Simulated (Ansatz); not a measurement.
Input for Ansatz (a first-principles code): R-PBE/def2-TZVPPD on C2H6O3 (a complex), monomers drawn apart or pushed together. Files ending in .json are basis or fitting sets from the Basis Set Exchange.

Ansatz 0.2 input:
```yaml
crystal:
  periodic: [false, false, false]
  atoms:
    - {symbol: C, position_ang: [-0.18959984, -0.35027155, 0.18298513]}
    - {symbol: O, position_ang: [0.48929812, -0.80551941, 1.35222821]}
    - {symbol: H, position_ang: [-0.90401098, 0.44544238, 0.41406080]}
    - {symbol: H, position_ang: [-0.72878482, -1.20179257, -0.22782492]}
    - {symbol: H, position_ang: [0.51964067, 0.01102285, -0.56553982]}
    - {symbol: H, position_ang: [0.93739835, -0.05470029, 1.77985290]}
    - {symbol: O, position_ang: [0.81916838, 0.85091856, 3.39333154]}
    - {symbol: C, position_ang: [0.00876922, 0.21679042, 4.03062556]}
    - {symbol: O, position_ang: [-0.64696517, -0.85091434, 3.60512417]}
    - {symbol: H, position_ang: [-0.27524519, 0.47028159, 5.05975981]}
    - {symbol: H, position_ang: [-0.35859916, -1.04220279, 2.66890530]}
basis:
  gaussian:
    orbitals: def2-TZVPPD.json
hamiltonian:
  xc: {name: PBE}
scf: {lower_state_search: off}
```

The log:

```
WARN ansatz: RAYON_NUM_THREADS=2 ignored (pool sized by the plan → 2); use --threads N
Functional definition: PBE
these checks for a lower state are left out or cut short: stability, starts, cluster_reference, orbital_swaps, neighbouring_geometries, increment
integrals: 0.22 GiB planned
1254 factors; their error is unknown
mean field: 1.74 GiB planned
mean field evaluation 1: about -8295.8691 eV, gradient 8.2e1 eV
mean field evaluation 2: about -8268.7461 eV, gradient 1.4e2 eV
mean field evaluation 4: about -8307.2151 eV, gradient 1.6e1 eV
mean field evaluation 8: about -8307.6366 eV, gradient 3.2e-1 eV
mean field evaluation 16: about -8307.6046 eV, gradient 2.1e-4 eV
mean field -8307.60464642 eV, -305.2988396592 hartree, gradient 5.7e-6 eV, S^2 0.000000; 0 other end points of the search recorded, 0 dependent functions left out
reference -8307.60470409 eV, -305.2988417786 hartree; 21, 21 occupied and 275, 275 virtual orbitals, 1254 factors
Total energy: -8307.60470409 eV, -305.2988417786 hartree
Checks for a lower state left out: stability, starts, cluster_reference, orbital_swaps, neighbouring_geometries, increment
```

The run converged.

Cost: about 4 core-seconds (a rough figure).
